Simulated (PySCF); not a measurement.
Species: C₄H₃Cl₃.
Numbering: `[CH:1]#[C:2][CH2:3][C:4]([Cl:5])([Cl:6])[Cl:7]` (hydrogens: H8 on C1; H9, H10 on C3)

The closed-shell SCF was solved with PySCF and density fitting under several settings on one GFN2-xTB geometry (grid level 2 and gas phase unless stated).

| settings | basis functions | SCF cycles | E (Eh) | HOMO (eV) | LUMO (eV) | dipole (D) |
| --- | --- | --- | --- | --- | --- | --- |
| PBE0/pcSseg-1 | 155 | 14 | -1534.0267 | -8.30 | -0.88 | 1.69 |
| CAM-B3LYP/def2-SVPD | 185 | 14 | -1534.1720 | -9.68 | 0.17 | 1.61 |
| PBE0/3-21G, fitting basis def2-universal-jkfit, start guess sap | 81 | 14 | -1526.6020 | -8.32 | -0.83 | 2.14 |
| X3LYP/6-31G, energy threshold 1e-08 Eh, start guess vsap | 81 | 13 | -1534.4022 | -7.90 | -0.89 | 2.07 |

Estimate the rows for these settings: (1) HSE06/6-31G, energy threshold 1e-07 Eh, start guess atom; (2) PBE0/pcSseg-1, IEF-PCM tetrahydrofuran, start guess vsap, energy threshold 1e-08 Eh.

```json
{"settings": "HSE06/6-31G, energy threshold 1e-07 Eh, start guess atom", "basis functions": "81", "SCF cycles": "9", "E (Eh)": "-1534.0171", "HOMO (eV)": "-7.78", "LUMO (eV)": "-1.18", "dipole (D)": "2.10"}
{"settings": "PBE0/pcSseg-1, IEF-PCM tetrahydrofuran, start guess vsap, energy threshold 1e-08 Eh", "basis functions": "155", "SCF cycles": "12", "E (Eh)": "-1534.0326", "HOMO (eV)": "-8.27", "LUMO (eV)": "-0.89", "dipole (D)": "2.06"}
```

Over all rows, what range does the HOMO–LUMO gap span?

From 6.60 eV (HSE06/6-31G, energy threshold 1e-07 Eh, start guess atom) to 9.85 eV (CAM-B3LYP/def2-SVPD). The functional of the narrowest has 25 % exact exchange at short range alone, that of the widest range-separated exact exchange.

And the dipole moment?

From 1.61 D (CAM-B3LYP/def2-SVPD) to 2.14 D (PBE0/3-21G, fitting basis def2-universal-jkfit, start guess sap); the largest is 1.33 times the smallest, and the median is 2.06 D.

Compare two rows with the functional PBE0: PBE0/3-21G, fitting basis def2-universal-jkfit, start guess sap and PBE0/pcSseg-1. Which energy is lower, and by how much?

PBE0/pcSseg-1 (155 functions) lies 7.4247 Eh or 4659 kcal/mol below PBE0/3-21G, fitting basis def2-universal-jkfit, start guess sap (81 functions).

Cycle counts include a coarse-grid stage where the run had one. The species at its GFN2-xTB geometry.

Shape of the structure used: `[CH:1]#[C:2][CH2:3][C:4]([Cl:5])([Cl:6])[Cl:7]`: C2–C3–C4–Cl5 180°.
